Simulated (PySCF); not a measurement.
## From computed data to an observable: oscillator strength and radiative lifetime

Cl2FH3Si2, SMILES F[SiH2][SiH](Cl)Cl.

The structure is a stationary point at B3LYP-D3(BJ)/def2-SVP. This is a generated structure with no PubChem entry under its InChIKey; it may be hypothetical. One conformer was computed; it need not be the lowest.

TDA-PBE/def2-SVPD (PySCF) puts the first singlet state with f over 0.02 at 6.69 eV (vertical), with the transition dipole (0.076, -0.207, 0.347) in atomic units.

Problem. Find the oscillator strength, the wavelength and the radiative lifetime that this transition would have in vacuum if emission retraced absorption.

Solution. 
|μ|² = 0.1690 au, so |μ| = 1.04 D. ΔE = 6.69/27.211 = 0.2459 hartree. f = (2/3) ΔE |μ|² = 0.028 (the program prints 0.028).
λ = 1239.84/6.69 = 185 nm; ν = 53958 cm⁻¹.
Einstein's coefficient A = 0.6670 ν² f s⁻¹ (ν in cm⁻¹) = 5.4e7 s⁻¹, so τ = 1/A = 19 ns. This state is S7; the lower singlets have f = 0.009, 0.020, 0.017, 0.007, 0.006, 0.001. The figure is the radiative limit of this one transition; relaxation, internal conversion, crossing to triplets and a medium change what is measured.
